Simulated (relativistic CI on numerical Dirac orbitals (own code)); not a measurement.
Cd3+: 4s photoemission

Computed with this model: Dirac-Coulomb-Breit CI, orbitals from a KLI potential per configuration, model QED, multiplet model of photoemission in the sudden approximation, unscaled Slater integrals; configurations [Kr] 4d9 → [Ar] 3d10 4s 4p6 4d9; 300 K; Lorentzian 1.4 eV and Gaussian 0.6 eV FWHM. Energies are those of the free ion, without screening or charge transfer. The energies are binding energies and can lie tens of eV above those of solids. Without intra-shell correlation the exchange splitting of an s hole comes out too large, often by half or more. S is read from ⟨S²⟩ = S(S + 1).

Field parameters in Wybourne normalisation: D3d B²₀ = −7Dσ, B⁴₀ = −14Dq − 21Dτ, B⁴₃ = −14√(10/7) Dq. The field is a parameter set, without covalency.

free ion: ground-state S = 0.50, centroid 160.77 eV. Peaks (eV, height): 159.8 (100), 164.4 (31).

D3d, 10Dq = 29800, Dσ = -1200, Dτ = 170 cm⁻¹: ground-state S = 0.50, centroid 160.80 eV. Peaks (eV, height): 159.6 (100), 164.2 (30).

Strongest unbroadened transitions for D3d, 10Dq = 29800, Dσ = -1200, Dτ = 170 cm⁻¹:

```csv
Energy (eV),Relative strength
159.63,0.3
159.66,7.3
159.68,100.0
159.69,7.6
159.70,49.1
163.20,0.4
163.25,2.8
163.51,1.7
163.56,10.0
163.77,0.2
163.82,1.0
164.38,5.4
164.43,32.6
167.79,0.0
168.16,0.1
```
